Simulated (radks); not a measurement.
The numbers below are computed, except where a source is named.
Question: The argon ion Ar3+, [Ne] 3s2 3p3. Code: a radial shooting solver on a logarithmic mesh with Libxc functionals. Model: non-relativistic Kohn-Sham, PBE, spin-polarised, spherical densities, point nucleus. Every spin shell is full or empty, so the densities are truly spherical. Functionals are evaluated on that one density, not self-consistently. Rank these exchange functionals by their error against the exact value of the orbitals, and give that value: LDA, PBEsol, revPBE, WC, AM05, B86b, EV93, TPSS, revTPSS.

Answer: Exact: -29.0198 hartree. From best to worst, with 100 (|E| - |E exact|)/|E exact| (equal figures are ties): B86b +0.05, revPBE -0.16, TPSS +0.17, revTPSS -0.52, EV93 +1.10, WC -1.57, PBEsol -3.44, AM05 -6.83, LDA -7.80.
